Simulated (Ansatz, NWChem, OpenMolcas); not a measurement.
**A family of molecules: the HOMO–LUMO gap**

One atom is swapped for its congeners: H2CO (formaldehyde) `C=O`; CH2S `C=S`; CH2Se (methaneselone) `C=[Se]`. All are singlets with charge 0.

Shapes, held fixed at every level: PBE0-D4/def2-TZVP. Programs: Ansatz 0.2.0, NWChem 7.3.0, OpenMolcas 26.06. A level may come from different programs for different species; with the same settings they agree closely. Values in eV.

```tsv
level	H2CO	CH2Se
SVWN5/def2-TZVPP	3.49	1.49
revPBE/def2-TZVPP	3.72	1.62
M06-L/def2-TZVPP	4.33	2.03
r2SCAN/def2-TZVPP	4.26	1.88
M06-2X/def2-TZVPP	9.39	5.65
PBE0/def2-TZVPP	6.56	3.65
```

(1) Estimate the column for CH2S from its neighbours.

Answers

(1) The mean of the neighbours at PBE0/def2-TZVPP is 5.10 eV, against 4.16 from the run: the member lies nearer Se. All rows: SVWN5/def2-TZVPP 1.82; revPBE/def2-TZVPP 1.96; M06-L/def2-TZVPP 2.28; r2SCAN/def2-TZVPP 2.27; M06-2X/def2-TZVPP 6.36; PBE0/def2-TZVPP 4.16 eV. At PBE0/def2-TZVPP the HOMO–LUMO gap falls at every step, from 6.56 to 3.65 eV. Every level shows the same order. Relativity is left out for Se unless named. Orbital gaps aren't excitation energies, and the LUMO depends on the basis.
